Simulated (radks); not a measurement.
The numbers below are computed, except where a source is named.
Task: Orbital eigenvalues (eV) of the samarium ion Sm+, [Xe] 4f6 6s1, of relativity; Dirac values are averaged over j with weights 2j + 1. Spin-unpolarised spherical Kohn-Sham, PBE, point nucleus unless stated (finite: rms radius 5.0819 fm), a radial shooting solver on a logarithmic mesh with Libxc functionals. A level marked "c x" has the speed of light scaled by that factor and shares open shells by 2j + 1; other Dirac levels either fill j = l - 1/2 first or share by 2j + 1.

| shell | non-rel. |
|---|---|
| 2s | -6963.4 |
| 2p | -6613.0 |
| 3s | -1523.8 |
| 3p | -1369.3 |
| 3d | -1081.6 |
| 4s | -301.94 |
| 4p | -242.46 |
| 4d | -137.06 |
| 5s | -44.180 |
| 5p | -28.567 |
| 4f | -11.632 |
| 6s | -7.9442 |

Give the values at the level "Dirac, low j first".

Result: 
shell  Dirac, low j first  change of magnitude (%)
2s                -7622.3                    +9.46
2p                -6822.7                    +3.17
3s                -1674.3                    +9.88
3p                -1421.9                    +3.84
3d                -1069.0                    -1.16
4s                -337.33                   +11.72
4p                -253.94                    +4.74
4d                -134.38                    -1.96
5s                -49.275                   +11.53
5p                -29.431                    +3.02
4f                -8.3492                   -28.22
6s                -8.4086                    +5.85
